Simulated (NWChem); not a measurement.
The numbers come from NWChem runs, not from measurements. System: H5AlSi, charge 1, spin multiplicity 2, at the geometry of a parent with another charge or spin, in a state set for the comparison that need not be this species' ground state. Its SCF solution wasn't tested for a lower state. Level: UMP2/cc-pVTZ, 10 core orbitals frozen.

Job file:

```
start mol
memory heap 200 mb stack 900 mb global 1100 mb
charge 1
geometry units angstroms nocenter noautoz noautosym
  Al     0.031076    -0.614196    -1.157370
  H     -1.294340    -0.743057    -2.025511
  H      1.383022    -1.218320    -1.734692
  Si    -0.025355     0.536485     1.022173
  H     -0.042758     2.021587     0.815133
  H      1.160695     0.222330     1.878040
  H     -1.255643     0.191211     1.802413
end
basis spherical
  * library cc-pvtz
end
scf
  uhf
  nopen 1
  maxiter 100
  thresh 1e-7
  semidirect memsize 60000000 filesize 0
  # guess.movecs holds the orbitals of an unrestricted PBE0 run
  vectors input guess.movecs output mol.movecs
end
mp2
  freeze core 10
end
task mp2 energy
```

Part of the output:

```
             Northwest Computational Chemistry Package (NWChem) 7.3.0
             --------------------------------------------------------

                                NWChem Input Module
                                -------------------

 Scaling coordinates for geometry "geometry" by  1.889725989
 (inverse scale =  0.529177249)

                             Geometry "geometry" -> ""
                             -------------------------

 Output coordinates in angstroms (scale by  1.889725989 to convert to a.u.)

  No.       Tag          Charge          X              Y              Z
 ---- ---------------- ---------- -------------- -------------- --------------
    1 Al                  13.0000     0.03107600    -0.61419600    -1.15737000
    2 H                    1.0000    -1.29434000    -0.74305700    -2.02551100
    3 H                    1.0000     1.38302200    -1.21832000    -1.73469200
    4 Si                  14.0000    -0.02535500     0.53648500     1.02217300
    5 H                    1.0000    -0.04275800     2.02158700     0.81513300
    6 H                    1.0000     1.16069500     0.22233000     1.87804000
    7 H                    1.0000    -1.25564300     0.19121100     1.80241300

 Effective nuclear repulsion energy (a.u.)      74.5483643707

            Nuclear Dipole moment (a.u.)
            ----------------------------
        X                 Y               Z
 ---------------- ---------------- ----------------
    -0.0000113384    -0.0000132281    -0.0000094486


 Summary of "ao basis" -> "" (spherical)
 ------------------------------------------------------------------------------
       Tag                 Description            Shells   Functions and Types
 ---------------- ------------------------------  ------  ---------------------
 *                          cc-pvtz                   on all atoms

 Summary of "ao basis" -> "ao basis" (spherical)
 ------------------------------------------------------------------------------
       Tag                 Description            Shells   Functions and Types
 ---------------- ------------------------------  ------  ---------------------
[...]
  AO/Fock/Back tols     =   1.0D-09  1.0D-09  1.0D-09

 GA uses MA = F    GA memory limited = T

 Available:
  local mem=  1.26D+08
 global mem=  1.44D+08
 local disk=  0.00D+00
  mp2_memr nvloc                   122
  nvloc new                   122
   1 passes of   6:        5242880                      75435                  22755360.
   1 passes of   6: M    126151196           G      144141112           F     120908316.

 Semi-direct pass number   1 of   1  for UHF alpha       at       34.8s
  vrange nnbf                  9130
  mp2_eaftype                    86  avail_ma_in_mb                  1099
 EAF : mp2_eaftype filesize          86   11377680.
  mp2_eaf for mointskh                     86
Node 0 wrote     53.5 Mb in      0.0 s     Agg I/O rate:  1181.0 Mb/s
 Done moints_semi at       65.5s
  mp2_eaftype                    86  avail_ma_in_mb                  1013
 EAF : mp2_eaftype filesize          86   11377680.
  mp2_eaf for kh                    86
 Done maket at       66.0s
 Done multipass loop at       66.0s

 GA uses MA = F    GA memory limited = T

 Available:
  local mem=  1.26D+08
 global mem=  1.44D+08
 local disk=  0.00D+00
  mp2_memr nvloc                   123
  nvloc new                   123
   1 passes of   5:        5242880                      69587                  19123446.
   1 passes of   5: M    126151196           G      144141112           F     120908316.

 Semi-direct pass number   1 of   1  for UHF beta        at       66.1s
  vrange nnbf                  9130
  mp2_eaftype                    72  avail_ma_in_mb                  1099
 EAF : mp2_eaftype filesize          72    9561723.
  mp2_eaf for mointskh                     72
Node 0 wrote     44.9 Mb in      0.0 s     Agg I/O rate:  2530.5 Mb/s
 Done moints_semi at       89.9s
  mp2_eaftype                    72  avail_ma_in_mb                  1027
 EAF : mp2_eaftype filesize          72    9561723.
  mp2_eaf for kh                    72
 Done maket at       90.1s
 Done multipass loop at       90.1s

          -------------------------------------------
          SCF energy                -533.424445290530
          Correlation energy          -0.186024784648
          Singlet pairs                0.000000000000
          Triplet pairs                0.000000000000
          Total MP2 energy          -533.610470075178
          -------------------------------------------

          ---------------------------------------------------
                    Spin Component Scaled (SCS) MP2
          Same spin pairs                     -0.018116224257
          Same spin scaling factor             0.333333333333
          Opposite spin pairs                 -0.167908560391
          Opposite spin scaling fact.          1.200000000000
          SCS-MP2 correlation energy          -0.207529013888
          Total SCS-MP2 energy              -533.631974304418
          ---------------------------------------------------

 -----------------------
 Performance information
 -----------------------

 Timer overhead =  2.39D-07 seconds/call

               Nr. of calls         CPU time (s)                 Wall time (s)                GFlops
             ---------------    -------------------     ------------------------------   -------------------
Name         Min   Avg   Max    Min     Avg     Max     Min     Avg     Max   Mx/calls   Min     Max     Sum
mp2: moin     2     2     2    55.     55.     55.      55.     55.     55.     27.      0.0     0.0     0.0
mp2: make     2     2     2   0.64    0.64    0.64     0.64    0.64    0.64    0.32      0.0     0.0     0.0
mp2: tota     1     1     1    55.     55.     55.      55.     55.     55.     55.      0.0     0.0     0.0

 The average no. of pstat calls per process was 5.00D+00
 with a timing overhead of 1.20D-06s

 Task  times  cpu:       90.0s     wall:       90.0s

 Total times  cpu:       90.1s     wall:       90.1s
```
